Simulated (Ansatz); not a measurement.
Two members of one family (E4), computed with Ansatz in the gas phase; def2 core potentials for Sb, no spin–orbit coupling. The two geometries come from different levels. Binding counts from free atoms in the multiplicity of their measured ground term, without zero-point energy. A dash marks a value that wasn't run or was left out as unsound. The structures are stationary points that may keep the symmetry of their start. Remarks come from the PBE and PBE0 runs and from stability tests at other levels; not every state was tested. HOMO above LUMO (over both spins in singlets and doublets, within one spin in higher multiplets; at PBE or PBE0), or a gap under 0.15 eV within one spin, warns that the state may not be the lowest or that an electron is smeared out.

First: PAsAsAs tetrahedron (singlet, charge 0, r2SCAN-D4/def2-SVP geometry).

| atom | x (Å) | y (Å) | z (Å) |
| --- | --- | --- | --- |
| P1 | -0.0169 | -1.3423 | 0.4032 |
| As2 | -1.3023 | 0.3144 | -0.6302 |
| As3 | 1.1036 | 0.1827 | -0.9698 |
| As4 | 0.2155 | 0.8452 | 1.1968 |

```
                level  HOMO (eV)  LUMO (eV)  gap (eV)  vertical IE (eV)  vertical triplet (eV)  binding per atom (eV)
LDA (SPW92)/def2-TZVP      -6.32      -2.01      4.31                 –                      –                   3.62
      PBE-D4/def2-SVP      -6.16      -1.75      4.41                 –                      –                   2.95
  r2SCAN-D4/def2-TZVP      -6.43      -1.75      4.68              9.03                   3.89                   2.81
     PBE0-D4/def2-SVP      -7.16      -1.07      6.09                 –                      –                   2.71
    PBE0-D4/def2-TZVP      -7.10      -1.09      6.01              9.00                   3.88                   2.80
```

Remarks: gap within one spin near zero at PBE or PBE0 (+1 doublet).

Second: PPPSb tetrahedron (singlet, charge 0, PBE0-D4/def2-SVP geometry).

```csv
atom,x (Å),y (Å),z (Å)
P1,0.6998,-0.2979,-1.1646
P2,-0.5783,-1.1974,0.4081
P3,0.9672,0.2956,0.9543
Sb4,-1.0887,1.1996,-0.1979
```

**Question.** Estimate how these quantities change from the first to the second (second minus first).

**Answer.** 
| level | Δ HOMO (eV) | Δ LUMO (eV) | Δ gap (eV) | Δ vertical IE (eV) | Δ vertical triplet (eV) | Δ binding per atom (eV) |
| --- | --- | --- | --- | --- | --- | --- |
| LDA (SPW92)/def2-TZVP | 0.09 | -0.35 | -0.43 | – | – | 0.05 |
| PBE-D4/def2-SVP | 0.03 | -0.36 | -0.40 | – | – | 0.02 |
| r2SCAN-D4/def2-TZVP | 0.12 | -0.32 | -0.44 | -0.18 | -0.55 | 0.07 |
| PBE0-D4/def2-SVP | 0.08 | -0.39 | -0.47 | – | – | 0.03 |
| PBE0-D4/def2-TZVP | 0.12 | -0.42 | -0.54 | -0.15 | -0.55 | 0.11 |

Remarks: gap within one spin near zero at PBE or PBE0 (+1 doublet).
